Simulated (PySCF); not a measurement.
Job file and geometry (Å, from GFN2-xTB) of an NMR shielding run on SMILES C=CO[SiH2]CC(=O)N=C, C₅H₉NO₂Si, GIAO PBE0/pcSseg-1 NMR shielding, non-relativistic, gas phase (PySCF 2.14.0, density-fitted response routines); density fitting, a coarse starting grid and PySCF grid level 2 are the driver's defaults:

```
$ OMP_NUM_THREADS=1 python probes_run.py task.json out

{"job": {"kind": "nmr", "xc": "PBE0", "basis": "pcSseg-1"}, "charge": 0, "multiplicity": 1}
C      3.781037    -0.036250     0.448128
C      3.034448    -0.722881    -0.395858
O      1.713384    -0.567519    -0.594596
Si     0.629665     0.450908     0.071025
C     -0.963240    -0.087548    -0.821221
C     -2.066574     0.722794    -0.229927
O     -2.313338     1.866879    -0.536804
N     -2.638354     0.104932     0.851286
C     -3.752293    -0.428123     1.022929
H      3.359228     0.735967     1.065302
H      4.832249    -0.232300     0.538918
H      3.444189    -1.505041    -1.024748
H      0.952982     1.846201    -0.217026
H      0.510536     0.228493     1.514168
H     -1.145449    -1.152497    -0.693421
H     -0.888317     0.144502    -1.881293
H     -4.511954    -0.530745     0.246328
H     -3.986960    -0.831455     2.000514
```

Question: Write the output of this run.

Answer: 
```
coarse grid: 15872 points
cycle   1  E = -689.7182999963  dE =  1.470e+00  |g| = 1.008e+00  |ddm| = 3.833e+00
cycle   2  E = -689.1326296251  dE =  5.857e-01  |g| = 1.979e+00  |ddm| = 2.473e+00
cycle   3  E = -689.8920478675  dE = -7.594e-01  |g| = 3.373e-01  |ddm| = 1.941e+00
cycle   4  E = -689.9141007279  dE = -2.205e-02  |g| = 1.159e-01  |ddm| = 3.319e-01
cycle   5  E = -689.9160462270  dE = -1.945e-03  |g| = 5.296e-02  |ddm| = 8.873e-02
cycle   6  E = -689.9166435292  dE = -5.973e-04  |g| = 1.188e-02  |ddm| = 3.805e-02
cycle   7  E = -689.9166718659  dE = -2.834e-05  |g| = 4.256e-03  |ddm| = 1.006e-02
cycle   8  E = -689.9166757461  dE = -3.880e-06  |g| = 8.909e-04  |ddm| = 3.539e-03
final grid: 149728 points
cycle   9  E = -689.9883281082  dE = -1.388e-05  |g| = 1.482e-02  |ddm| = 2.350e-02
cycle  10  E = -689.9882251061  dE =  1.030e-04  |g| = 2.770e-02  |ddm| = 2.834e-02
cycle  11  E = -689.9883683494  dE = -1.432e-04  |g| = 3.238e-03  |ddm| = 2.045e-02
cycle  12  E = -689.9883704064  dE = -2.057e-06  |g| = 5.796e-04  |ddm| = 2.234e-03
cycle  13  E = -689.9883704652  dE = -5.878e-08  |g| = 1.792e-04  |ddm| = 5.393e-04
cycle  14  E = -689.9883704716  dE = -6.437e-09  |g| = 6.322e-05  |ddm| = 1.700e-04
cycle  15  E = -689.9883704725  dE = -8.795e-10  |g| = 1.677e-05  |ddm| = 5.275e-05
converged SCF energy = -689.9883704725

GIAO shielding tensors (ppm)
atom      isotropic    diamagn.    paramagn.     s11        s22        s33       span
  0 C       91.560     259.192    -167.633     -6.702    118.930    162.451    169.153
  1 C       30.415     243.206    -212.791    -80.765     65.302    106.707    187.472
  2 O      223.051     400.811    -177.759    137.624    234.070    297.459    159.835
  3 Si     367.221     883.011    -515.791    339.425    348.677    413.560     74.135
  4 C      155.043     256.735    -101.692    129.510    144.551    191.068     61.558
  5 C        3.896     252.052    -248.156    -87.046     11.578     87.156    174.203
  6 O     -174.008     399.488    -573.496   -610.862   -221.741    310.578    921.440
  7 N     -165.039     337.257    -502.296   -435.929   -187.390    128.201    564.130
  8 C       38.854     250.350    -211.496    -39.752     13.981    142.332    182.084
  9 H       27.302      33.706      -6.405     24.628     25.645     31.632      7.004
 10 H       27.260      26.812       0.448     25.585     26.160     30.034      4.449
 11 H       25.046      27.648      -2.601     21.570     26.149     27.421      5.850
 12 H       26.451      31.830      -5.379     22.959     25.840     30.553      7.594
 13 H       26.428      32.226      -5.798     23.010     25.872     30.402      7.392
 14 H       29.535      34.326      -4.791     26.160     29.530     32.915      6.755
 15 H       29.284      32.834      -3.550     26.297     28.000     33.555      7.258
 16 H       24.105      27.484      -3.379     21.989     23.469     26.857      4.868
 17 H       24.583      28.687      -4.103     23.225     24.598     25.927      2.702
```

Question: Turn these shieldings into chemical shifts. Shifts are taken against calculated references (same method and geometry level): TMS for ¹³C (186.93 ppm), ²⁹Si (349.16 ppm), ¹H (31.72 ppm); H2O for ¹⁷O (336.08 ppm); ¹⁵N (267.73 ppm) against NH3.

Answer: Averaging equivalent atoms: C 5: 183.0; C 1: 156.5; C 8: 148.1; C 0: 95.4; C 4: 31.9; O 6: 510.1; O 2: 113.0; Si 3: -18.1; N 7: 432.8; H 16: 7.61; H 17: 7.13; H 11: 6.67; H 12/13: 5.28; H 10: 4.46; H 9: 4.42; H 14/15: 2.31 ppm. Unscaled 17O shifts of doubly bonded oxygen tend to come out too high, by tens of ppm or more. Experimental scales use liquid or dissolved standards, which lie at an offset from isolated NH3 (liquid NH3: subtract about 20 ppm) and H2O (liquid H2O: subtract about 36 ppm). Unscaled 15N shifts of sp2 nitrogen come out 20 to 40 ppm too high even then.

Size and cost of the density-fitted run: 205 basis functions, 68 s wall time on 1 thread of an Arm Neoverse N1, shared host; peak memory 0.85 GiB.
